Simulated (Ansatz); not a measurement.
Relaxation of BF₂H₃O (7 atoms, charge 0, multiplicity 1), to a largest force component of 0.03 eV/Å in at most 50 steps.

These are results of RKS B3LYP/6-31G* in Ansatz, not measurements.

```xyz
7
Properties=species:S:1:pos:R:3
B -0.070 -0.306 -0.054
F 0.059 -0.556 1.245
O 0.966 -0.425 -0.913
H 1.779 -0.715 -0.477
F -1.262 0.032 -0.522
H 0.081 1.971 0.687
H 0.165 1.572 1.264
```

Question: Where does it end, and by what steps?

Answer: It converged. The force dipped under the threshold on the way, but the program's further checks kept it going. After 18 steps the energy has fallen by 0.191 eV; H6 moved furthest, 1.29 Å.

```
step  energy less start (eV)  largest force component (eV/Å)  accepted
   0                  0.0000                           1.158       yes
   1                 -0.1263                           0.205       yes
   2                 -0.1178                           0.905        no
   3                 -0.1486                           0.136       yes
   4                 -0.1608                           0.096       yes
   5                 -0.1697                           0.097       yes
   6                 -0.1734                           0.243       yes
   7                 -0.1755                           0.294       yes
   8                 -0.1757                           0.290       yes
   9                 -0.1822                           0.289       yes
  10                 -0.1871                           0.030       yes
  11                 -0.1805                           0.726        no
  12                 -0.1879                           0.086       yes
  13                 -0.1892                           0.012       yes
  14                 -0.1809                           0.693        no
  15                 -0.1898                           0.088       yes
  16                 -0.1890                           0.182        no
  17                 -0.1905                           0.007       yes
  18                 -0.1907                           0.022       yes
```

```xyz
7
Properties=species:S:1:pos:R:3
B -0.139 -0.680 -0.305
F -0.037 -0.289 0.969
O 0.950 -0.928 -1.065
H 1.775 -0.788 -0.579
F -1.347 -0.825 -0.824
H 0.315 2.908 1.547
H 0.202 2.176 1.486
```

Run time: 37 s on 1 thread of Arm Neoverse V1, on a shared host, peak memory 0.13 GiB.
